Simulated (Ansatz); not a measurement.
Consider the ligand exchange at a Ga–C bond: `C[CH2][Ga]([F])[SH]` + `CNC` → `C[N](C)[Ga]([F])[SH]` + `CC`.

Isolated molecules relaxed with PBE0-D4/def2-TZVP in Ansatz; ΔE leaves out vibrations. CCSD(T)/CBS adds triple-zeta CCSD(T) − MP2 to the extrapolated MP2 energy (def2 sets, frozen cores). This one scheme is used for every species. DFT in def2-TZVPP. For Ga outer-core shells are correlated without core-valence functions, which leaves a few kJ/mol of doubt a bond. Scalar relativity is left out up to krypton. Each species was taken in one conformer, which may not be the lowest.

```tsv
level	ΔE (eV)
PBE0-D4	-0.46
PBE	-0.42
SCS-MP2/def2-TZVPP	-0.58
CCSD/def2-TZVPP	-0.55
```

(1) What does CCSD(T)/CBS give? (Estimate.)

Largest T1 diagnostic among the species: 0.013.

## Answers

(1) Computed: -0.50 eV. The listed levels differ from it by 0.04, 0.08, -0.08, -0.05 eV.

The D4 term adds −0.04 eV with B3LYP and −0.02 eV with PBE0; it sums over pairs of atoms, weighted by their polarisabilities, and B3LYP, whose exchange is more repulsive, gets the larger term.

B3LYP here is the variant with VWN-RPA as its local correlation; programs differ in this.
